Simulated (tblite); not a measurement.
Compound: C₈H₁₇P.
InChI=1S/C8H17P/c1-6-9(4,5,7-2)8-3/h6-7H,1-2,8H2,3-5H3

All values are computed: GFN2-xTB (tblite) harmonic vibrations without scaling, gas phase. This tight-binding method is rough: wavenumbers can miss measured ones by several per cent, in bad cases by 10 to 20.

Harmonic wavenumbers (cm⁻¹): 59.2, 68.0, 94.0, 111.2, 119.3, 140.7, 174.9, 188.4, 237.0, 250.2, 259.8, 270.4, 286.3, 330.3, 357.5, 368.8, 470.5, 521.8, 542.3, 571.7, 635.5, 664.9, 702.0, 713.3, 743.0, 800.9, 838.6, 895.7, 898.0, 904.2, 952.9, 977.0, 985.9, 994.8, 1009.2, 1013.3, 1073.3, 1221.5, 1225.1, 1235.6, 1259.2, 1293.3, 1332.4, 1395.1, 1397.5, 1409.6, 1428.6, 1435.6, 1480.6, 1493.3, 1498.8, 1506.6, 1510.4, 1659.3, 1662.9, 2924.1, 2943.8, 2981.2, 2983.9, 2992.1, 2993.5, 2999.2, 3010.5, 3014.9, 3017.6, 3018.6, 3027.3, 3031.4, 3072.2, 3076.5, 3108.2, 3110.6.

A = 1449, B = 1191, C = 1019 MHz; mass 144.107 u (most abundant isotopes); point group C1, symmetry number 1.

Q: Zero-point energy?

A: ½Σν̃ = 48488 cm⁻¹ = 138.63 kcal/mol.

Q: Entropy at 298.15 K, 1 bar (ideal gas, RRHO, classical rotation)?

A: Translation 40.83, rotation 29.59, vibration 43.65: S = 114.1 cal/(mol K).

Q: And Cp and H(298.15 K) − H(0)?

A: Cp = 53.17 cal/(mol K), of which vibrations give 45.22 (their classical limit is 72 R = 143.1); H(298.15 K) − H(0) = 9.38 kcal/mol without the zero-point energy, 7.01 from vibrations.

Q: How do the functions run with temperature in this model?

A: 
| T (K) | S (cal/(mol K)) | Cp (cal/(mol K)) | H − H(0) (kcal/mol) | G − H(0) (kcal/mol) | ln q(vib) |
| --- | --- | --- | --- | --- | --- |
| 150 | 85.3 | 32.8 | 3.00 | -9.79 | 4.16 |
| 250 | 105.3 | 46.7 | 6.98 | -19.35 | 8.21 |
| 400 | 131.5 | 66.0 | 15.46 | -37.15 | 14.12 |
| 600 | 162.3 | 85.9 | 30.77 | -66.60 | 21.62 |
| 900 | 201.2 | 105.8 | 59.75 | -121.32 | 31.97 |

q(vib) and H(0) count from the zero-point level.

Q: What must be added to the electronic energy to get the Gibbs energy at 298.15 K and 1 bar?

A: ZPE + [H(298.15 K) − H(0)] − T·S = 138.63 + 9.38 − 34.01 = 114.00 kcal/mol.

Hindered rotation and anharmonicity are outside this model. The structure is chiral; the term R ln 2 for an equal mix with its mirror image is left out.

Conformer computed: `[CH2:1]=[CH:2][P:3]([CH3:4])([CH3:5])([CH:6]=[CH2:7])[CH2:8][CH3:9]`: C1–C2–P3–C4 114°, C2–P3–C6–C7 -163°, C2–P3–C8–C9 -55°.
